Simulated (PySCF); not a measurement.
**Assignment exercise: C8H9FO**

Mapped SMILES: `[CH:1]#[C:2][C@@H:3]1[CH2:4][C@@H:5]([F:6])/[C:7]1=[CH:8]/[O:9][CH3:10]`; H(Xn) means a hydrogen on atom n. Ha(C4) is cis to C2 on the ring; Hb(C4) is trans to C2 on the ring.

[PySCF 2.14: GIAO PBE0/pcSseg-1 shieldings; coordinates at the PBE0-D3(BJ)/def2-SVP level; single conformer; non-relativistic Hamiltonian; gas phase; rapidly exchanging positions averaged]

Chemical shifts δ = σref − σ; TMS for 13C and 1H, all at this level.

**Question.** Assign these signals to the numbered atoms. 13C{1H} NMR (computed): δ 151.0, 113.5, 91.7, 88.3, 76.6, 56.5, 39.0, 25.8.

**Answer.** 
151.0 → C8, alkene carbon bearing oxygen: an sp2 carbon further deshielded by the attached heteroatom
113.5 → C7, β carbon of an enol-ether or enamine type C=C: the O or N lone pair pushes π density onto this β carbon and shields it
91.7 → C2, alkyne carbon: sp carbons lie upfield of alkene carbons because the cylindrical π system leaves one tensor component strongly shielded
88.3 → C5, allylic sp3 CH bonded to F: the inductive effect lowers its shielding
76.6 → C1, terminal alkyne carbon: the triple bond shields along its axis, which puts it between sp3 and sp2 carbons
56.5 → C10, methyl carbon bonded to O: deshielded by the electronegative neighbour
39.0 → C4, sp3 CH2 in a ring: a saturated carbon with 2 carbon neighbours and no heteroatom attached
25.8 → C3, allylic sp3 CH: aliphatic region, no heteroatom directly attached

**Question.** Assign these signals to the numbered atoms. 1H NMR (500 MHz, computed): δ 6.45 (m, 1H), 5.53 (m, 1H), 3.92 (s, 3H), 3.92 (m, 1H), 2.43 (m, 1H), 2.28 (m, 1H), 2.22 (d, 1H).

**Answer.** 
6.45 → H(C8), hydrogen on an alkene carbon bearing oxygen: attached to an sp2 carbon and in the plane of the double bond
5.53 → H(C5), hydrogen on an allylic sp3 CH bonded to F: its carbon carries F, hence the downfield position
3.92 → H(C10), hydrogen on a methyl carbon bonded to O: its carbon carries O, hence the downfield position
3.92 → H(C3), hydrogen on an allylic sp3 CH
2.43 → Hb(C4), hydrogen on an sp3 CH2 in a ring
2.28 → Ha(C4), hydrogen on an sp3 CH2 in a ring
2.22 → H(C1), hydrogen on a terminal alkyne carbon: it lies on the axis of the triple bond, in its shielding cone

H(C10) and H(C3); Ha(C4) and H(C1) lie closer than the usual error of such a calculation, so a measured spectrum could show them in the other order.

Splittings by 19F in the carbon and heteronuclear signals aren't shown, as no couplings were computed. Shifts are as computed. Against solution values, carbons near 30 ppm lie about +2 ppm off and those near 130 ppm about +5 ppm. Of 1309 compounds with measured shifts, 239 miss one by over three times the rms of a fit or turn the order of signals round; such compounds aren't used in these exercises. No couplings were computed; multiplicities are counted from neighbouring protons, with m where these are inequivalent, close in shift, in a saturated or five-membered ring or joined by F or P, and br s for small geminal =CH2 splittings.
